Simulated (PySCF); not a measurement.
BFH₂S₂.

```xyz
6

B      0.0000     0.0000    -0.3697
F      0.0000     0.0000    -1.7013
S      0.0000    -1.6232     0.4299
H      0.0000    -1.1894     1.7022
S      0.0000     1.6232     0.4299
H      0.0000     1.1894     1.7022
```

Geometry optimised at ωB97X-D3(BJ)/def2-SVP. Other conformers were not sampled.

Calculation: B3LYP/pcSseg-2 in PySCF. Non-relativistic, no solvent.

Task: Give the absolute GIAO shielding of each atom: isotropic value and principal components (ppm). (An estimate is asked for; the answer gives what the named calculation found.)

Result: 
```
atom  σ(iso)    σ11    σ22    σ33   span
----  ------  -----  -----  -----  -----
B1      43.3   -4.5   56.2   78.2   82.7
F2     228.2   94.4  147.5  442.7  348.3
S3     526.6  410.4  479.4  689.9  279.5
H4      29.6   23.0   29.5   36.4   13.4
S5     526.6  410.4  479.4  689.9  279.5
H6      29.6   23.0   29.5   36.4   13.4
```
